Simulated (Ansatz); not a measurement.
C4H11Cl2GaSi, SMILES `C[Si](C)(C)[CH2][Ga]([Cl])[Cl]`. Charge 0, multiplicity 1. Correlated methods include outer-core shells of Ga, which these sets cover unevenly. Scalar relativity is left out up to krypton.

```xyz
19

C     0.3055    2.2679   -0.3595
Si    0.1041    0.4104   -0.2514
C     1.7607   -0.3915    0.1098
C    -0.5983   -0.2675   -1.8465
C    -1.0861   -0.0015    1.1559
Ga   -0.9728   -1.8697    1.6431
Cl    0.1068   -2.5745    3.3518
Cl   -1.8173   -3.4426    0.4577
H     0.9755    2.5400   -1.1799
H    -0.6553    2.7584   -0.5356
H     0.7256    2.6743    0.5643
H     1.7008   -1.4850    0.0887
H     2.1433   -0.0999    1.0917
H     2.5043   -0.0997   -0.6368
H     0.0825   -0.0803   -2.6812
H    -1.5560    0.2022   -2.0861
H    -0.7642   -1.3465   -1.7851
H    -0.8462    0.5848    2.0471
H    -2.1130    0.2209    0.8522
```

Q: Give the diagnostics of a CCSD(T)/def2-TZVPP run (frozen core, Ansatz 0.2.0). (Estimate.)

A: Ansatz gave: T1 = 0.0106, largest single amplitude 0.024, largest double 0.015, (T) share of the correlation energy 4.1 %, 8 CCSD cycles. The RHF solution is stable towards an unrestricted one. T1 lies under the customary mark of 0.02 for closed shells.
